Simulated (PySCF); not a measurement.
Isomers of C8H11FO, from PySCF, PBE0-D3(BJ)/def2-SVP geometry optimisation, gas phase. One conformer each, no zero-point energy, no frequencies.

Question: Which isomer lies lowest at this level?
A. `[CH3:1][O:2][C:3]1=[C:4]([F:5])[C@@H:6]2[CH2:7][CH2:8][C@H:9]1[CH2:10]2` with C1–O2–C3–C4 -1°: A = 2185, B = 1221, C = 987.2 MHz, dipole 0.49 D
B. `C[C@@]12CC[C@@](F)(C1)C(=O)C2`: A = 2170, B = 1251, C = 1057 MHz, dipole 4.18 D
C. `[CH2:1]=[CH:2][C@@H:3]([F:4])[C@H:5]1[CH2:6][C@@H:7]1[CH2:8][CH:9]=[O:10]` with C1–C2–C3–F4 -3°, C2–C3–C5–C6 91°, C6–C7–C8–C9 93°, C7–C8–C9–O10 5°: A = 3816, B = 548.6, C = 521.0 MHz, dipole 2.32 D

Answer: B. That is `C1[C@@]2(F)C[C@](C)(CC2=O)C1`, 32.7 kcal/mol below the next.

```
                        SMILES                                                                 mapped SMILES      E (Eh)  relative (kcal/mol)  relative (kJ/mol)  dipole (D)
 C[C@@]12CC[C@@](F)(C1)C(=O)C2  [CH3:1][C@@:2]12[CH2:3][CH2:4][C@@:5]([F:6])([CH2:7]1)[C:8](=[O:9])[CH2:10]2  -485.66399                  0.0                0.0        4.18
    COC1=C(F)[C@@H]2CC[C@H]1C2       [CH3:1][O:2][C:3]1=[C:4]([F:5])[C@@H:6]2[CH2:7][CH2:8][C@H:9]1[CH2:10]2  -485.61185                 32.7              136.9        0.49
C=C[C@@H](F)[C@H]1C[C@@H]1CC=O     [CH2:1]=[CH:2][C@@H:3]([F:4])[C@H:5]1[CH2:6][C@@H:7]1[CH2:8][CH:9]=[O:10]  -485.58647                 48.6              203.5        2.32
```

As drawn, the lowest has a quaternary carbon, which the highest lacks; the highest has a three-membered ring and a C=C bond outside aromatic rings, which the lowest lacks.
